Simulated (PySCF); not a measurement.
# Computed properties of Ge(H)2(F)(Me) (CH5FGe), SMILES [CH3][GeH2][F]

Ge(H)2(F)(Me) (CH5FGe), SMILES [CH3][GeH2][F]. The structure is a stationary point at r2SCAN-D4/def2-SVP. Other conformers were not sampled. All values are computed for the isolated molecule unless a solvent is named; none is compared with measurement here.

**Structure.** The optimised structure has Cs symmetry. All 18 harmonic modes at r2SCAN-D4/def2-SVP (PySCF) are real, so it is a minimum. With heavy atoms numbered as in [GeH2:1]([CH3:2])[F:3], the shortest bond between them is Ge1–F3 at 1.751 Å and the longest Ge1–C2 at 1.937 Å.

**Vibrations.** The strongest infrared lines (harmonic, unscaled, degenerate partners summed) lie at 2158 cm⁻¹ (162 km/mol, H 98 %), 2151 cm⁻¹ (97 km/mol, H 99 %), 859 cm⁻¹ (93 km/mol, H 90 %). The softest mode is at 115 cm⁻¹ and the zero-point energy is 34.1 kcal/mol.

**Electronic structure.** r2SCAN/def2-TZVPD (PySCF) places the frontier levels at -8.03 and -0.30 eV, a gap of 7.73 eV, and gives a dipole moment of 2.46 D and a mean polarisability of 44.8 bohr³.

**Excitations.** TDDFT-ωB97X/def2-SVPD (PySCF) has S1 at 8.10 eV (153 nm, f = 0.007, weak); the most intense of the 10 singlets computed lies at 9.58 eV (f = 0.48). T1 (TDA) is at 7.78 eV. No vertical singlet excitation falls in the visible range (under 3.1 eV).

**NMR.** GIAO shifts at HF/pcSseg-1 (PySCF) (non-relativistic, atoms alike by connectivity averaged): ¹³C at -0.8 ppm against TMS; ¹H from 0.9 to 5.2 ppm against TMS; ¹⁹F at -214.1 ppm against CFCl3.
